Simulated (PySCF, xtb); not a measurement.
bromo(trichloro)methane (CBrCl3), SMILES C(Cl)(Br)(Cl)Cl.

GFN2-xTB (xtb) at its own geometry gives an orbital gap of 4.06 eV and a dipole moment of 2.25 D.

The structure is a stationary point at PBE-D3(BJ)/def2-SVP.

Question: What does M06-2X/def2-TZVP (PySCF) give? (An estimate is asked for; the answer gives what the named calculation found.)

Answer: gap 8.76 eV (levels -9.95 and -1.19 eV), dipole 0.05 D.
